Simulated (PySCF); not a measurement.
A GIAO shielding run with PySCF (density fitting, non-relativistic, gas phase) on SMILES O=C=Nc1ccccc1, C₇H₅NO:

```
$ OMP_NUM_THREADS=2 python probes_run.py task.json out

{"job": {"kind": "nmr", "xc": "wB97X-D", "basis": "pcSseg-2", "pop": false}, "charge": 0, "multiplicity": 1}
O      4.217002     0.395789     0.254375
C      3.130937    -0.025754     0.244702
N      2.064737    -0.574618     0.259059
C      0.716672    -0.281352     0.103718
C     -0.203399    -1.317995     0.214960
C     -1.555125    -1.056812     0.065203
C     -1.997516     0.231667    -0.195086
C     -1.076205     1.263612    -0.305635
C      0.277139     1.014732    -0.157585
H      0.155391    -2.319193     0.418276
H     -2.267549    -1.868629     0.153147
H     -3.055675     0.431941    -0.311475
H     -1.412241     2.273720    -0.509145
H      0.998882     1.818966    -0.242916
```

Hardware: 2 threads of an Intel Xeon, shared host. The job also computes ring-centre shieldings.

Problem. How large is the calculation?

Solution. 62 electrons, 394 basis functions and 1034 auxiliary functions.

Problem. How long does it take, and how much memory does it need?

Solution. 3.5 min of wall time, with 15 SCF cycles and 7 response iterations; peak memory 3.2 GiB. Times on a shared host scatter by some tens of per cent.

Problem. And these other runs on the same molecule and hardware: GIAO shielding at B97-2/pcSseg-2; GIAO shielding at KT3/pcSseg-2; GIAO shielding at PBE0/pcSseg-2?

Solution. B97-2/pcSseg-2: 394 functions, 2.5 min; KT3/pcSseg-2: 394 functions, 3.2 min; PBE0/pcSseg-2: 394 functions, 3.5 min.
